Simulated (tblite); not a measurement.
Input of a run (GFN2-xTB geometry optimisation, gas phase (tblite 0.8.0)), started from a force field or distance geometry:
```
{"job": {"kind": "relax", "xc": "GFN2-xTB", "basis": "xTB"}, "charge": 0, "multiplicity": 2}
C     -0.759300     1.183500    -0.172500
C     -0.093000    -0.138700    -0.143300
N     -0.762300    -1.346300    -0.707800
C      1.300400    -0.164200     0.446900
F      1.744600    -1.445300     0.632700
F      1.334700     0.423000     1.671100
F      2.200200     0.470200    -0.336000
H     -0.157600     1.913300    -0.725000
H     -1.742000     1.117800    -0.655500
H     -0.923600     1.565800     0.847500
H     -1.774300    -1.360700    -0.515000
H     -0.366600    -2.219000    -0.369300
```

Output (eV, eV/Å):
```
step      E/eV     max force
  0    -708.19765    2.883
  1    -708.37571    1.094
  2    -708.44016    0.925
  3    -708.46615    0.402
  4    -708.47928    0.359
  5    -708.48972    0.221
  6    -708.49522    0.183
  7    -708.49795    0.122
  8    -708.49917    0.108
  9    -708.50042    0.121
 10    -708.50203    0.139
 11    -708.50391    0.120
 12    -708.50583    0.140
 13    -708.50769    0.117
 14    -708.50941    0.112
 15    -708.51073    0.098
 16    -708.51156    0.064
 17    -708.51214    0.064
 18    -708.51271    0.056
 19    -708.51323    0.055
 20    -708.51357    0.050
 21    -708.51381    0.049
 22    -708.51409    0.053
 23    -708.51449    0.063
 24    -708.51496    0.077
 25    -708.51541    0.072
 26    -708.51591    0.069
 27    -708.51660    0.083
 28    -708.51745    0.098
 29    -708.51818    0.084
 30    -708.51856    0.048
 31    -708.51874    0.035
 32    -708.51890    0.036
 33    -708.51911    0.040
 34    -708.51930    0.034
 35    -708.51945    0.038
 36    -708.51959    0.040
 37    -708.51980    0.043
 38    -708.52009    0.053
 39    -708.52040    0.053
 40    -708.52066    0.042
 41    -708.52089    0.045
 42    -708.52114    0.050
 43    -708.52136    0.046
 44    -708.52151    0.033
 45    -708.52161    0.036
 46    -708.52173    0.035
 47    -708.52192    0.049
 48    -708.52226    0.071
 49    -708.52277    0.084
 50    -708.52348    0.077
 51    -708.52455    0.097
 52    -708.52625    0.106
 53    -708.52845    0.118
 54    -708.53042    0.119
 55    -708.52684    0.272
 56    -708.53220    0.062
 57    -708.53259    0.062
 58    -708.53301    0.049
 59    -708.53320    0.035
 60    -708.53339    0.030
 61    -708.53351    0.025
 62    -708.53359    0.024
 63    -708.53365    0.022
 64    -708.53371    0.025
 65    -708.53376    0.019
 66    -708.53381    0.017
 67    -708.53386    0.018
 68    -708.53392    0.022
 69    -708.53401    0.027
 70    -708.53415    0.046
 71    -708.53435    0.043
 72    -708.53458    0.027
 73    -708.53466    0.021
 74    -708.53469    0.019
 75    -708.53472    0.014
 76    -708.53475    0.012
 77    -708.53476    0.008
```

**Question.** Summarise the run.

**Answer.** The energy falls by 0.337 eV over 77 L-BFGS steps, the largest force on an atom goes from 2.88 to 0.008 eV/Å, and the atoms move by 0.290 Å rms after alignment. The bond that changes most is C2–N3 (ends: carbon bonded to 2 C and N; nitrogen bonded to C and 2 H), which shortens by 0.101 Å. Bonds longer at the end by more than 0.005 Å: 2 of 11; shorter: 8. Among the angles that change most is N3–C2–C4, from 123.2° to 116.1°. Among the dihedrals that turn most is H10–C1–C2–N3, from 118° to 156°. The energy rose by more than 1e-5 eV at step 55. The first step brought 53 % of the lowering.

**Question.** What are the final bond lengths?

**Answer.** C1–C2 1.487 Å, C2–N3 1.391 Å, C2–C4 1.474 Å, C4–F5 1.350 Å, C4–F6 1.343 Å, C4–F7 1.372 Å, C1–H8 1.096 Å, C1–H9 1.087 Å, C1–H10 1.089 Å, N3–H11 1.009 Å, N3–H12 1.010 Å. Numbering counts from 1 in the input's order; the species is `C[C](N)C(F)(F)F` [radical].

Its GFN2-xTB frequencies are all real (lowest 40 cm⁻¹).

One conformer stands for the species.

These are computed values.
